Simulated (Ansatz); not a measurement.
A structure relaxed at B3LYP-D4/def2-SVP in Ansatz, charge 0, singlet:

```xyz
11

N     0.162   -0.473    1.504
N    -0.387    1.179   -0.985
Ni    0.212   -0.665   -0.488
H     0.309   -0.992   -1.919
H     0.662   -2.055   -0.317
H    -0.459   -1.207    1.853
H    -0.110    0.400    1.966
H     1.095   -0.717    1.843
H    -1.208    1.067   -1.585
H     0.341    1.571   -1.587
H    -0.618    1.890   -0.285
```

Task: Give its formula, name or SMILES and point group.

Result: cis-NiH2(NH3)2 (NiN₂H₈). Point group C2v (tolerance 0.1 Å).

Task: Summarise the bond lengths by kind (pairs closer than 1.2 times the sum of covalent radii, bridged metal pairs left out).

Result: 2 × N–Ni 2.00 Å; 6 × H–N 1.02 Å; 2 × H–Ni 1.47 Å. The metal has 4 neighbours: N 2.00 Å, N 2.00 Å, H 1.47 Å, H 1.47 Å.

The restricted singlet is unstable towards broken spin symmetry in Hartree–Fock (as tested in another run); at B3LYP-D4/def2-SVP this wasn't settled.
